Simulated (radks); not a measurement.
The antimony ion Sb44+, 7 electrons, occupied as [He] 2s2 2p3.

Calculated with a radial shooting solver on a logarithmic mesh with Libxc functionals: scalar-relativistic Kohn-Sham, exchange-only LDA, spin-polarised, spherical densities, point nucleus; open shells are filled with parallel spins first (spin-orbit coupling, left out, can overturn this in heavy ions).

Energy parts (hartree):
| part | energy |
|---|---|
| total | -4140.58835 |
| kinetic | 4400.89348 |
| electron-nucleus | -8768.17830 |
| Hartree | 286.52788 |
| exchange | -59.83141 |

Orbitals (lengths in bohr, moments of r in powers of bohr; r(max) is where P^2 peaks; r(90%) holds 90 % of the orbital's charge):
orbital  occ.  eigenvalue (hartree)  <1/r>   r(max)  r(90%)
1s up       1             -1245.651  54.35  0.01835  0.0510
1s down     1             -1244.155  54.40  0.01834  0.0509
2s up       1             -285.6571  12.98   0.1012   0.181
2s down     1             -283.3814  12.92   0.1015   0.181
2p up       3             -271.7197  12.43  0.08033   0.164
2p down     0             -268.9897  12.38  0.08057   0.165

The highest occupied level is 2p up at -7393.9 eV. The density falls to 0.001 e/bohr^3 at r = 0.43 bohr. For comparison, the ionisation energy in NIST's Atomic Spectra Database is 7390 eV (theoretical). In exact Kohn-Sham theory the highest level is minus the ionisation energy, but local and semilocal functionals leave it too shallow, through self-interaction and a potential that decays too fast; potentials with the right tail come closer. Spin moment in Bohr magnetons: 3. Summed over all electrons, <r^2> = 0.07246 bohr^2, which gives a Langevin (diamagnetic) susceptibility term of -0.0574 x 10^-6 cm^3/mol.
